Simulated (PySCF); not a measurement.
How methods differ on the excitation energy of Ne⁺

Ne⁺ [He] 2s2 2p5 (2P) → Ne⁺ [He] 2s1 2p6 (2S), as a difference of total energies. Calculation: PySCF 2.14, in aug-cc-pVQZ with one added diffuse shell each of s, p, d, f, g type (7s6p5d4f3g, 105 functions); no relativity, point nucleus. Correlated levels: valence: 1s2 frozen. The calculations carry no spin-orbit coupling.

```csv
method,excitation energy (cm⁻¹),error (cm⁻¹)
UHF,238420,+21629
LDA,183410,-33382
PBE,189800,-26987
PBE0,201980,-14807
r2SCAN,206510,-10281
revPBE,191110,-25679
M06-2X,207110,-9673
BHandHLYP,212830,-3959
r2SCAN0,213400,-3387
MP2 (valence),221330,+4543
SCS-MP2 (valence),220170,+3382
```

Reference: 216790 cm⁻¹ (measured; NIST levels, between the centres of gravity of the two terms).

Errors of the correlated levels include the incompleteness of this basis and the frozen core.
